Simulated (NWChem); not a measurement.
C2H8OSi; SMILES CCO[SiH3]

```xyz
12

Si    -0.0003     1.6553     0.0000
O      0.4135     0.0439     0.0000
C     -0.5187    -1.0115     0.0000
C      0.2148    -2.3322     0.0000
H     -0.8078     2.0038    -1.2126
H     -0.8078     2.0038     1.2126
H      1.2746     2.4214     0.0000
H     -1.1771    -0.9439     0.8887
H     -1.1771    -0.9439    -0.8887
H      0.8556    -2.4159     0.8903
H     -0.4958    -3.1725     0.0000
H      0.8556    -2.4159    -0.8903
```
Atoms are numbered in this order, from 1.

All runs: NWChem. Structure relaxed at the PBE0/def2-SVP level. Total energies of different functionals are on different scales.

| level | energy (Ha) | highest occupied level (eV) | orbital gap (eV) | dipole (D) |
|---|---|---|---|---|
| PBE/def2-TZVP | -445.4821 | -6.54 | 5.98 | 0.98 |
| B3LYP/def2-TZVP | -445.8695 | (withheld) | (withheld) | 1.03 |
| PBE0/def2-TZVP | -445.5300 | -8.04 | 8.36 | 1.02 |
| CAM-B3LYP/def2-TZVP | -445.7742 | -9.49 | 10.76 | 1.06 |
| TPSSh/def2-TZVP | -445.8698 | -7.27 | 7.31 | 1.03 |

### Question
Some entries are withheld; supply them.

### Answer

- B3LYP/def2-TZVP, highest occupied level (eV): -7.83
- B3LYP/def2-TZVP, orbital gap (eV): 7.92
